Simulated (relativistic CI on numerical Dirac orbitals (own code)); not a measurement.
# What each ingredient does to the levels of La11+

Base calculation: Dirac-Coulomb-Breit CI, orbitals from a KLI potential per configuration, QED by a radiative potential, unscaled Slater integrals.

Configuration list (outside the closed core [Ar] 3d10): 4s2 4p6 4d10, 4s2 4p6 4d9 4f, 4s2 4p6 4d9 5s, 4s2 4p6 4d9 5p, 4s2 4p5 4d10 4f, 4s2 4p6 4d9 5d, 4s 4p6 4d10 4f, 4s2 4p6 4d9 6s, 4s2 4p6 4d9 5f, 4s2 4p6 4d9 6p, 4s2 4p5 4d10 5s, 4s2 4p6 4d9 6d, 4s2 4p6 4d9 5g, 4s2 4p6 4d9 7s, 4s2 4p5 4d10 5p, 4s2 4p6 4d9 6f, 4s2 4p6 4d9 7p, 4s2 4p5 4d10 5d, 4s 4p6 4d10 5s, 4s2 4p5 4d10 6s, 4p6 4d10 4f2, 4p6 4d9 4f3, 4p6 4d9 4f2 5s, 4p6 4d9 4f2 5p, 4p5 4d10 4f3, 4p6 4d9 4f2 5d. Double excitations out of closed p, d and f shells are left out; levels of such configurations are missing from the list, as are those of other unlisted configurations, and high levels can miss mixing partners. These lack a partner that the ground configuration has and come out too high: 4s2 4p6 4d9 6s, 4s2 4p6 4d9 5f, 4s2 4p6 4d9 6p, 4s2 4p5 4d10 5s, 4s2 4p6 4d9 6d.

Variants: (1) valence Slater integrals scaled by 0.9; (2) configuration mixing switched off; (3) Breit term removed. Shifts of the energy above 4s2 4p6 4d10 1S_0, in cm⁻¹, for the lowest level and the first level of each name with at least 55 % of one term (blank where a level changes its place among those of its configuration and J or its character, or is not in the variant):

```csv
Level,Base,Δ(1),Δ(2),Δ(3)
4s2 4p6 4d10 1S_0,0,0,0,0
4s2 4p6 4d9 5s 3D_3,709969,+496,+1415,-461
4s2 4p6 4d9 5s 3D_2,714629,+80,+1240,-439
4s2 4p6 4d9 5s 3D_1,734653,+463,+1398,+231
4s2 4p6 4d9 5s 1D_2,739185,-118,+1010,+230
4s2 4p6 4d9 4f 3P°_0,808448,+4526,+84,+523
4s2 4p6 4d9 4f 3P°_1,812597,+4403,+95,+750
4s2 4p6 4d9 4f 3P°_2,821024,+4102,+121,+1049
4s2 4p6 4d9 4f 3H°_6,834183,+2122,-56,+1049
4s2 4p6 4d9 4f 3H°_5,838132,+1768,-53,+869
4s2 4p6 4d9 4f 3H°_4,849669,+1502,-35,+1064
4s2 4p6 4d9 4f 3F°_4,853178,+392,+459,+962
4s2 4p6 4d9 4f 3D°_1,859036,+576,+3,+960
4s2 4p6 4d9 5p 3P°_2,862979,+1276,+2242,-862
```

At this charge energies of transitions that change n are usually good to better than 1 %, and those within a shell (Δn = 0) to a few per cent. Levels and lines within the n = 5 or 6 shells can be off by up to 10 % or somewhat more, and those that change n by about 2 %, since core polarisation is missing.

Ionisation energy from the two ground configurations alone: base 275.356 eV. The NIST ASD value (theoretical) is 275 eV.

LS names give the leading component of a level, which can be under half, so a name can repeat, a term be missing and a line seem to break the LS rules.
